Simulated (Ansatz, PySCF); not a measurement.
Gas-phase reaction R1 + R2 + 2 R3 → 3 P1 + P2, each structure at its B3LYP-D3(BJ)/def2-TZVP stationary point, reached from a drawn start (curvature not checked).
P1: H2 (SMILES [H][H]), charge 0, multiplicity 1.
R1: H2O (SMILES O), charge 0, multiplicity 1.
R2: HF (SMILES F), charge 0, multiplicity 1.
R3: SiH4 (SMILES [SiH4]), charge 0, multiplicity 1.
P2: FH5OSi2 (SMILES F[SiH2]O[SiH3]), charge 0, multiplicity 1.

P less R. No zero-point or thermal terms. One arrangement of each flexible species, with no search for the lowest.

Frozen-core correlation throughout.

The values were computed with Ansatz (Gaussian basis) for Hartree–Fock, density functionals and correlated methods; PySCF for the D3/D4 terms. Each number belongs to the level named beside it.

PBE/def2-TZVPP gives -247.2 kJ/mol for the reaction energy.

Task: Predict the shift from PBE, with its sign, for: PBE-D3(BJ)/def2-TZVPP, r2SCAN/def2-TZVPP, B3LYP/def2-TZVPP, wB97M-V/def2-TZVPP, B2PLYP/def2-TZVPP, MP2/cc-pV(Q+d)Z, CCSD(T)/cc-pV(Q+d)Z.

Result: PBE-D3(BJ)/def2-TZVPP -5.6; r2SCAN/def2-TZVPP -40.8; B3LYP/def2-TZVPP -23.2; wB97M-V/def2-TZVPP -34.1; B2PLYP/def2-TZVPP -35.1; MP2/cc-pV(Q+d)Z -58.5; CCSD(T)/cc-pV(Q+d)Z -41.3 kJ/mol. 0 of 7 lie above PBE; the widest gap is to MP2/cc-pV(Q+d)Z.

Ansatz is a quantum-chemistry and plane-wave program.
